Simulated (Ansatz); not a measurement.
Start from `[F][Ti]([F])([Cl])[SeH]` and change one atom or group to get `C[N](C)[Ti]([F])([Cl])[SeH]`.

Ansatz, PBE0-D4/def2-TZVP geometries, multiplicity 1. Each molecule was computed in one conformer, which needn't be the lowest.

Scalar relativity is left out up to krypton. Spin–orbit coupling is left out; it splits and shifts lone-pair levels of the heavy atoms by tenths of an eV.

```
                                          property  `[F][Ti]([F])([Cl])[SeH]`
size of the dipole moment (ωB97M-V/def2-TZVPP) / D                       0.87
             HOMO energy (ωB97M-V/def2-TZVPP) / eV                      -9.98
                 LUMO energy (PBE/def2-TZVPP) / eV                      -4.19
                HOMO energy (PBE0/def2-TZVPP) / eV                      -7.92
                 HOMO energy (PBE/def2-TZVPP) / eV                      -6.78
             HOMO–LUMO gap (B3LYP/def2-TZVPP) / eV                       4.16
```

**Question.** What does the change do to each property? (Estimate.)

**Answer.** The calculation gave: 
```json
{"property": "size of the dipole moment (ωB97M-V/def2-TZVPP) / D", "`C[N](C)[Ti]([F])([Cl])[SeH]`": "4.38", "shift": "3.51"}
{"property": "HOMO energy (ωB97M-V/def2-TZVPP) / eV", "`C[N](C)[Ti]([F])([Cl])[SeH]`": "-9.20", "shift": "0.78"}
{"property": "LUMO energy (PBE/def2-TZVPP) / eV", "`C[N](C)[Ti]([F])([Cl])[SeH]`": "-3.38", "shift": "0.81"}
{"property": "HOMO energy (PBE0/def2-TZVPP) / eV", "`C[N](C)[Ti]([F])([Cl])[SeH]`": "-7.11", "shift": "0.81"}
{"property": "HOMO energy (PBE/def2-TZVPP) / eV", "`C[N](C)[Ti]([F])([Cl])[SeH]`": "-5.99", "shift": "0.79"}
{"property": "HOMO–LUMO gap (B3LYP/def2-TZVPP) / eV", "`C[N](C)[Ti]([F])([Cl])[SeH]`": "4.19", "shift": "0.03"}
```

Dipoles are sizes alone; their direction can turn.

B3LYP here is the variant with VWN-RPA as its local correlation; programs differ in this.
